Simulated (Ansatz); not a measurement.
C2H3FGeO, relaxed with RKS PBE-D4/def2-SVP in Ansatz 0.2.0 from a rough embedded geometry. The force threshold is 0.03 eV/Å; the program also tests the step.

Total charge 0; spin multiplicity 1. The bonds changed during the relaxation, so this is another structure than the one it started from.

Start:

```xyz
8

F    -0.891   -1.786   -2.217
C    -0.360   -0.663   -1.689
C     0.011    0.102   -0.616
Ge    0.255    0.408    1.205
O     0.161    0.603   -1.919
H     0.454   -1.007    1.938
H     1.426    1.313    1.508
H    -1.055    1.031    1.789
```

Problem. By how much does the energy fall, and how many steps does the optimiser take? (Estimate.)

Solution. Ansatz gave: 1.98 eV, in 21 steps.

Problem. Which bonds change most? (An estimate is asked.)

Solution. The calculation gave: C2–O5 from 1.387 to 1.241 Å; C3–Ge4 from 1.862 to 1.933 Å; Ge4–H6 from 1.606 to 1.554 Å; Ge4–H7 from 1.511 to 1.545 Å.

Problem. Give the relaxed structure. (Best estimate.)

Solution. Ansatz gave: 
```xyz
8

F    -0.929   -1.528   -2.051
C    -0.296   -0.447   -1.595
C     0.582   -0.380   -0.535
Ge    0.277    0.335    1.235
O    -0.322    0.655   -2.165
H     0.295   -0.952    2.105
H     1.470    1.237    1.620
H    -1.076    1.080    1.387
```
